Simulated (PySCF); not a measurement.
# Radial density of Mg⁺ (magnesium, charge +1)

UHF, [Ne] 3s1, 2S determinant. Computed with PySCF 2.14 in aug-cc-pV5Z (8s7p5d4f3g2h, 131 functions), with no relativity, point nucleus.

```json
{"r (bohr)": "0.00210", "4πr²ρ (e/bohr)": "0.05783", "4πr²(ρα − ρβ)": "0.0001"}
{"r (bohr)": "0.00354", "4πr²ρ (e/bohr)": "0.1581", "4πr²(ρα − ρβ)": "0.0003"}
{"r (bohr)": "0.00595", "4πr²ρ (e/bohr)": "0.4221", "4πr²(ρα − ρβ)": "0.0007"}
{"r (bohr)": "0.0100", "4πr²ρ (e/bohr)": "1.083", "4πr²(ρα − ρβ)": "0.0018"}
{"r (bohr)": "0.0168", "4πr²ρ (e/bohr)": "2.603", "4πr²(ρα − ρβ)": "0.0043"}
{"r (bohr)": "0.0283", "4πr²ρ (e/bohr)": "5.600", "4πr²(ρα − ρβ)": "0.0090"}
{"r (bohr)": "0.0477", "4πr²ρ (e/bohr)": "10.02", "4πr²(ρα − ρβ)": "0.0153"}
{"r (bohr)": "0.0802", "4πr²ρ (e/bohr)": "13.26", "4πr²(ρα − ρβ)": "0.0163"}
{"r (bohr)": "0.135", "4πr²ρ (e/bohr)": "11.19", "4πr²(ρα − ρβ)": "0.0033"}
{"r (bohr)": "0.227", "4πr²ρ (e/bohr)": "7.391", "4πr²(ρα − ρβ)": "0.0017"}
{"r (bohr)": "0.381", "4πr²ρ (e/bohr)": "9.927", "4πr²(ρα − ρβ)": "0.0501"}
{"r (bohr)": "0.642", "4πr²ρ (e/bohr)": "10.00", "4πr²(ρα − ρβ)": "0.0329"}
{"r (bohr)": "1.08", "4πr²ρ (e/bohr)": "3.420", "4πr²(ρα − ρβ)": "0.0227"}
{"r (bohr)": "1.82", "4πr²ρ (e/bohr)": "0.5744", "4πr²(ρα − ρβ)": "0.3242"}
{"r (bohr)": "3.05", "4πr²ρ (e/bohr)": "0.3414", "4πr²(ρα − ρβ)": "0.3397"}
{"r (bohr)": "5.14", "4πr²ρ (e/bohr)": "0.04445", "4πr²(ρα − ρβ)": "0.0445"}
{"r (bohr)": "8.64", "4πr²ρ (e/bohr)": "0.0002220", "4πr²(ρα − ρβ)": "0.0002"}
```
